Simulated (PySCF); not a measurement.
Two species compared at the same levels of theory.

First species: C4H8F3OP.
SMILES with atom numbers: `[OH:1][CH2:2][PH:3][CH2:4][CH2:5][C:6]([F:7])([F:8])[F:9]` (hydrogens: H10 on O1; H11, H12 on C2; H13 on P3; H14, H15 on C4; H16, H17 on C5)

Second species: methyl 3-methoxypropionate, C₅H₁₀O₃.
SMILES: `COCCC(=O)OC`

Levels: PBE0/def2-SVPD for HOMO energy, LUMO energy, HOMO–LUMO gap and static isotropic polarisability; TDDFT PBE0/def2-SVPD for lowest singlet excitation; TDA PBE0/def2-SVPD for lowest triplet excitation (Tamm–Dancoff). Geometries: GFN2-xTB. Each structure is a single optimised conformer of the isolated species, non-relativistic unless stated; the electronic structure was computed with PySCF and density fitting.

Dipoles, sizes and rotational constants follow the conformer. The torsions of the flexible species, by atom-mapped SMILES:
- `[CH3:1][O:2][CH2:3][CH2:4][C:5](=[O:6])[O:7][CH3:8]`: C1–O2–C3–C4 180°, O2–C3–C4–C5 180°, C3–C4–C5–O6 0°, C4–C5–O7–C8 180°

The conformers of `OCPCCC(F)(F)F` aren't listed.

Values for the first species:

* HOMO energy: -7.36 eV
* LUMO energy: -0.02 eV
* HOMO–LUMO gap: 7.34 eV
* Lowest singlet excitation: 6.21 eV
* Lowest triplet excitation (Tamm–Dancoff): 5.17 eV
* Static isotropic polarisability: 83.6 au

Question: Estimate the same properties for the second species, and the change in each.

Answer: 
```csv
property,first,second,second less first
HOMO energy,-7.36 eV,-7.54 eV,-0.18 eV
LUMO energy,-0.02 eV,0.19 eV,+0.21 eV
HOMO–LUMO gap,7.34 eV,7.73 eV,+0.39 eV
lowest singlet excitation,6.21 eV,6.02 eV,-0.19 eV
lowest triplet excitation (Tamm–Dancoff),5.17 eV,5.46 eV,+0.29 eV
static isotropic polarisability,83.6 au,74.3 au,-9.3 au
```

On the first: The principal polarisabilities are 72.5, 78.3 and 100.0 au; their mean is the isotropic value. In wavenumbers S1 is 50100 cm⁻¹ (1 eV = 8065.54 cm⁻¹).

On the second: No computed singlet falls in the visible range (750 to 380 nm, 1.65 to 3.26 eV); S1 lies 2.76 eV above its blue end. S1 lies 1.71 eV below the HOMO–LUMO gap; its leading configuration is HOMO−1→LUMO, weight 0.98.
